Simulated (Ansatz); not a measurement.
Input file for Ansatz (a program for electronic structure): R-B3LYP/def2-TZVPP on H2S2Si (SMILES S[Si]S), a point of a torsion scan.

Ansatz 0.2 input:
```yaml
crystal:
  periodic: [false, false, false]
  atoms:
    - {symbol: S, position_ang: [1.60880315, -0.38813515, -0.28814381]}
    - {symbol: Si, position_ang: [-0.53612281, -0.83201295, -0.31045724]}
    - {symbol: S, position_ang: [-1.20135879, 0.11262942, -2.16214812]}
    - {symbol: H, position_ang: [1.60233192, 0.76576604, -0.94686807]}
    - {symbol: H, position_ang: [-0.03590992, 0.43522922, -2.71357909]}
basis:
  gaussian:
    orbitals: def2-TZVPP
hamiltonian:
  xc: {name: B3LYP}
scf: {lower_state_search: off}
```

It printed:

```
WARN ansatz: RAYON_NUM_THREADS=1 ignored (pool sized by the plan → 1); use --threads N
Functional definition: B3LYP
these checks for a lower state are left out or cut short: stability, starts, cluster_reference, orbital_swaps, neighbouring_geometries, increment
integrals: 0.08 GiB planned
1001 factors; their error is unknown
mean field: 0.62 GiB planned
mean field evaluation 1: about -29582.7268 eV, gradient 2.2e1 eV
mean field evaluation 2: about -29581.9127 eV, gradient 2.9e1 eV
mean field evaluation 4: about -29584.0532 eV, gradient 1.6e0 eV
mean field evaluation 8: about -29584.0601 eV, gradient 5.6e-2 eV
mean field evaluation 16: about -29584.0827 eV, gradient 1.9e-5 eV
mean field -29584.08269083 eV, -1087.1949860764 hartree, gradient 2.0e-6 eV, S^2 0.000000; 0 other end points of the search recorded, 0 dependent functions left out
reference -29584.08290337 eV, -1087.1949938873 hartree; 24, 24 occupied and 130, 130 virtual orbitals, 1001 factors
Total energy: -29584.08290337 eV, -1087.1949938873 hartree
Checks for a lower state left out: stability, starts, cluster_reference, orbital_swaps, neighbouring_geometries, increment
```

The calculation finished and met its thresholds.

Cost: roughly 2.3 core-seconds.
